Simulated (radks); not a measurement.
Values are calculated unless marked as measured or tabulated.
All-electron atom: neutral silver in [Kr] 4d10 5s1. Level of theory: scalar-relativistic Kohn-Sham, PBE, spin-polarised, spherical densities, finite nucleus; open shells are filled with parallel spins first (spin-orbit coupling, left out, can overturn this in heavy ions); Fermi nuclear charge, rms radius 4.5454 fm (a radial shooting solver on a logarithmic mesh with Libxc functionals).

Normalised radial functions P(r) = r R(r), r in bohr:

| r | 4p up | 4d up | 5s down |
|---|---|---|---|
| 0.001654 | 0.0019 | 0.0000 | 0.0185 |
| 0.002569 | 0.0041 | 0.0000 | 0.0267 |
| 0.003957 | 0.0087 | 0.0001 | 0.0374 |
| 0.006143 | 0.0190 | 0.0002 | 0.0503 |
| 0.009539 | 0.0404 | 0.0008 | 0.0630 |
| 0.01481 | 0.0828 | 0.0025 | 0.0691 |
| 0.023 | 0.1589 | 0.0082 | 0.0570 |
| 0.03542 | 0.2704 | 0.0244 | 0.0143 |
| 0.055 | 0.3838 | 0.0677 | -0.0586 |
| 0.0854 | 0.3699 | 0.1633 | -0.1129 |
| 0.1326 | 0.0557 | 0.3182 | -0.0561 |
| 0.2059 | -0.4655 | 0.4432 | 0.1123 |
| 0.3197 | -0.5464 | 0.3142 | 0.1495 |
| 0.4924 | 0.2492 | -0.1848 | -0.1061 |
| 0.7646 | 1.0843 | -0.7517 | -0.2631 |
| 1.187 | 0.9122 | -0.8670 | 0.0770 |
| 1.843 | 0.3178 | -0.5796 | 0.5159 |
| 2.862 | 0.0446 | -0.2626 | 0.5974 |
| 4.409 | 0.0020 | -0.0786 | 0.3705 |
| 6.846 | 0.0000 | -0.0123 | 0.1163 |
| 10.63 | 0.0000 | -0.0007 | 0.0157 |

4p up: eigenvalue -58.531 eV, 2 radial nodes at r = 0.139, 0.443 bohr, <r> = 1.00 bohr, 90 % of the charge inside 1.48 bohr. 4d up: eigenvalue -7.504 eV, 1 radial node at r = 0.431 bohr, <r> = 1.43 bohr, 90 % of the charge inside 2.34 bohr. 5s down (empty): eigenvalue -3.957 eV, 4 radial nodes at r = 0.0391, 0.156, 0.425, 1.11 bohr, <r> = 3.15 bohr, 90 % of the charge inside 4.83 bohr.
